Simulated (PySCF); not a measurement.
Input file for PySCF: R-MP2/6-31G* on C3H8O (SMILES CCOC), a point of a torsion scan.

```python
from pyscf import gto, scf, dft, mp
from pyscf.data.elements import chemcore

mol = gto.M(
    atom='''
    C     1.25935944   -1.87155473   -1.09674449
    C     0.55806043   -0.82999996   -0.23892337
    O    -0.62080150   -0.41441559   -0.89685218
    C    -1.55758882    0.18958491   -0.04780480
    H     2.17800555   -2.19400538   -0.61443593
    H     0.60869547   -2.72938578   -1.24112777
    H     1.49451882   -1.44990184   -2.06994025
    H     0.30401868   -1.26631836    0.73970867
    H     1.21495090    0.03638599   -0.06212919
    H    -1.15533766    1.10145222    0.41297947
    H    -1.87373087   -0.49468609    0.75042249
    H    -2.41600104    0.44740534   -0.66500597
    ''',
    basis='6-31g*',
    cart=True,
    charge=0, spin=0, verbose=3, max_memory=1800)
mf = scf.RHF(mol)
mf.conv_tol = 1e-8
mf.max_cycle = 100
mf.kernel()
if not mf.converged:
    mf = mf.newton().run(mf.mo_coeff, mf.mo_occ)
pt = mp.MP2(mf, frozen=chemcore(mol)).run()
```

Output:

```
converged SCF energy = -193.103175980112
E(RMP2) = -193.673069386829  E_corr = -0.56989340671723
E(SCS-RMP2) = -193.667737504503  E_corr = -0.564561524391026
```

Self-consistency was reached.

Cost: very roughly 0.9 core-seconds.
